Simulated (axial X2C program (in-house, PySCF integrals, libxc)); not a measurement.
**Density and ELF of Te₂**

All values were computed with an in-house all-electron X2C program for linear molecules (integrals from PySCF). Two-component (2c) means X2C with spin–orbit coupling and atomic mean-field two-electron Coulomb and Gaunt terms. Basis: Te dyall-cv3z [11s12p8d4f1g] (cores contracted in-house); Gaussian nuclei, density fitting, unrestricted open shells. Masses: Te 129.906 u.

PBE0, with spin–orbit coupling, state Ω = 1 (⟨Sz⟩ = 0.99, ⟨Lz⟩ = 0.01 at PBE0); Te at z = 0, Te at z = 2.564 Å.

The maps cover the half plane through the axis: z from -2.4 to 4.8 Å along the bond, ρ from 0.15 to 2.25 Å away from it.

log10 of the density in e/bohr³:

```
 ρ\z  -2.4  -1.8  -1.2  -0.6   0.0   0.6   1.2   1.8   2.4   3.0   3.6   4.2   4.8
0.15  -3.2  -2.3  -1.4  -0.2   1.8  -0.2  -1.1  -0.6   1.2   0.4  -1.1  -2.0  -2.9
0.45  -3.2  -2.3  -1.5  -0.6   0.4  -0.6  -1.2  -0.9   0.3  -0.2  -1.2  -2.1  -3.0
0.75  -3.3  -2.4  -1.6  -1.0  -0.6  -1.0  -1.3  -1.1  -0.6  -0.8  -1.4  -2.2  -3.1
1.05  -3.5  -2.6  -1.9  -1.3  -1.1  -1.3  -1.6  -1.4  -1.1  -1.2  -1.7  -2.4  -3.2
1.35  -3.6  -2.8  -2.2  -1.7  -1.5  -1.7  -1.9  -1.7  -1.5  -1.6  -2.0  -2.6  -3.4
1.65  -3.8  -3.1  -2.5  -2.0  -1.9  -2.0  -2.2  -2.1  -1.9  -2.0  -2.3  -2.9  -3.6
1.95  -4.1  -3.4  -2.8  -2.4  -2.3  -2.4  -2.5  -2.4  -2.3  -2.4  -2.7  -3.2  -3.9
2.25  -4.3  -3.7  -3.2  -2.8  -2.7  -2.8  -2.9  -2.8  -2.7  -2.8  -3.1  -3.5  -4.1
```

Electron localisation function (collinear form, no current term, damped to 0 at low density):

```
 ρ\z  -2.4  -1.8  -1.2  -0.6   0.0   0.6   1.2   1.8   2.4   3.0   3.6   4.2   4.8
0.15  0.05  0.41  0.63  0.49  0.77  0.48  0.62  0.22  0.34  0.75  0.49  0.54  0.11
0.45  0.04  0.40  0.68  0.29  0.76  0.26  0.63  0.23  0.74  0.46  0.59  0.53  0.10
0.75  0.04  0.38  0.72  0.40  0.28  0.30  0.60  0.42  0.27  0.29  0.72  0.51  0.09
1.05  0.03  0.33  0.73  0.74  0.53  0.59  0.52  0.59  0.53  0.68  0.78  0.46  0.07
1.35  0.01  0.25  0.68  0.83  0.79  0.65  0.39  0.58  0.77  0.83  0.75  0.38  0.04
1.65  0.01  0.16  0.56  0.78  0.77  0.56  0.25  0.45  0.74  0.79  0.65  0.26  0.02
1.95  0.00  0.07  0.39  0.64  0.64  0.39  0.13  0.29  0.60  0.66  0.48  0.13  0.01
2.25  0.00  0.02  0.18  0.41  0.43  0.21  0.05  0.14  0.39  0.44  0.25  0.04  0.00
```

Axial spin density in 10⁻³ e/bohr³:

```
 ρ\z  -2.4  -1.8  -1.2  -0.6   0.0  0.6   1.2  1.8   2.4   3.0   3.6   4.2   4.8
0.15   0.0  -0.3  -1.8  -0.9  42.9  0.3  -1.8  0.0   1.2  -1.0  -2.2  -0.6  -0.1
0.45   0.0  -0.1   0.2   3.3   2.9  3.5  -2.1  1.9  -1.3   0.9   0.9  -0.1   0.0
0.75   0.0   0.2   2.1  11.5  14.2  7.3  -1.9  3.4  14.0  13.9   3.7   0.4   0.0
1.05   0.0   0.3   2.5  11.2  17.4  6.1  -1.5  2.8  15.7  14.3   4.0   0.6   0.1
1.35   0.0   0.3   1.9   6.8   9.7  3.3  -0.9  1.5   8.6   8.3   2.8   0.5   0.1
1.65   0.0   0.2   1.1   3.3   4.2  1.4  -0.5  0.6   3.7   3.9   1.6   0.4   0.1
1.95   0.0   0.1   0.6   1.4   1.6  0.6  -0.3  0.2   1.4   1.6   0.8   0.2   0.0
2.25   0.0   0.1   0.3   0.6   0.6  0.2  -0.1  0.1   0.5   0.6   0.3   0.1   0.0
```

One determinant describes the state; a PBE0 search over occupations chose it and may have missed a lower one. Density functionals use the spin component along the axis (collinear). Other states lie close and PBE0, whose exact exchange favours high spin, may order them wrongly; the determinant shown need not be the ground state. The nearest other spin-free determinant of the search, M_S = 0, Λ = 2, lies 0.53 eV up at the distance of the search. With several unpaired electrons one determinant need not be a pure state. A state of lower Ω lies just above, and one determinant can place such states too high, so the state shown need not be the lowest. The search has Ω = 0 only 0.02 eV up. Open-shell Ω = 0 determinants with evenly filled partner blocks cannot be reached by this program, so the Ω shown need not be the lowest component. This is the Ω = 1 component of a π² triplet; the 0⁺ component is not one determinant and can lie lowest.
